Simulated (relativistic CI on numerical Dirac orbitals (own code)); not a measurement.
# Sensitivity of the levels of Sr XXIII to α and to the nuclear radius

Method of calculation: Dirac-Coulomb-Breit CI, orbitals from a KLI potential per configuration, derivatives by finite differences, unscaled Slater integrals, QED left out (own radial code, finite nucleus).

CI space (outside the closed core [Ne]): 3s2 3p4, 3s 3p5, 3s2 3p3 3d, 3p6, 3s 3p4 3d, 3p5 3d, 3p4 3d2, 3p3 3d3. Double excitations out of closed p, d and f shells are left out; levels of such configurations are missing from the list, as are those of other unlisted configurations, and high levels can miss mixing partners.

With x = (α/α₀)² − 1 an excitation energy changes as ω = ω₀ + qx; K = 2q/ω₀ is the relative enhancement. Terms are leading LS components, so labels can repeat. The field-shift factor is F = δν/δ⟨r²⟩ for the transition from the lowest level.

Lowest level 3s2 3p4 3P_2.

```csv
Level,ω₀ (cm⁻¹),q (cm⁻¹),K,F (GHz/fm²)
3s2 3p4 3P_0,60858,20550,0.675,-0.641
3s2 3p4 3P_1,103980,118900,2.29,-1.26
3s2 3p4 1D_2,145755,114600,1.57,-1.18
3s2 3p4 1S_0,290793,219200,1.51,-3.88
3s 3p5 3P°_2,625966,130800,0.418,-92.4
3s 3p5 3P°_1,672827,148300,0.441,-84.1
3s 3p5 3P°_0,730934,212300,0.581,-76.9
3s2 3p3 3d 5D°_2,771277,32450,0.0841,0.965
3s2 3p3 3d 5D°_3,774403,43340,0.112,1.71
3s2 3p3 3d 5D°_0,783510,87710,0.224,-14
3s2 3p3 3d 5D°_1,785929,79770,0.203,-6.04
3s2 3p3 3d 5D°_4,791972,66900,0.169,1.72
3s 3p5 1P°_1,805857,197400,0.49,-64.7
```

At this charge energies of transitions that change n are usually good to better than 1 %, and those within a shell (Δn = 0) to a few per cent.
